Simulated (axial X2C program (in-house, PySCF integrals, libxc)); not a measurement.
**Working with the constants of PbI**

A bond curve at the PBE0 level, non-relativistic, was computed with an in-house all-electron X2C program for linear molecules (integrals from PySCF) (basis Pb dyall-v2z [9s8p7d4f], I dyall-v2z [8s7p6d] (cores contracted in-house)) for the state M_S = 1/2, Λ = 1 (beyond evenly filled blocks: π+α). Its fit gives Re = 2.8507 Å, ωe = 165.7 cm⁻¹, ωexe = 0.279 cm⁻¹ and αe = 6.098e-05 cm⁻¹; the masses are 207.9766 and 126.9045 u. The Hamiltonian is X2C with the speed of light multiplied by 100, the non-relativistic limit, so these are model numbers and not those of the real molecule.

(1) Find the reduced mass, Be and the force constant.

(2) Where do the fundamental and the first overtone lie?

(3) Estimate De from a Morse curve and compare with the computed well depth of 2.970 eV to Pb + I.

(4) Estimate the centrifugal constant by the Kratzer relation.

(5) The dipole moment p changes by 5.85 D/Å at Re. What harmonic infrared intensity follows?

Occupations by symmetry block were frozen at the best pattern of an incomplete PBE0 search. Dissociation energies refer to the lowest single-determinant-based atoms at the same level and basis. The functionals have no current-density term, which raises determinants with orbital currents, atoms included.

Answers

(1) From the PBE0 values: μ = 78.8135 u. Be = 16.8576/(μ Re²) = 0.02632 cm⁻¹. k = 5.8918×10⁻⁷ μ ωe² = 1.27 mdyn/Å.

(2) ν(1←0) = ωe − 2ωexe = 165.1 cm⁻¹; ν(2←0) = 2ωe − 6ωexe = 329.7 cm⁻¹.

(3) De(Morse) = ωe²/(4ωexe) = 3.050 eV against 2.970 eV computed, a ratio of 1.03. For De the Morse form works well here.

(4) D = 4Be³/ωe² = 2.66e-09 cm⁻¹.

(5) I = 42.256 × (dp/dR)²/μ = 18 km/mol.
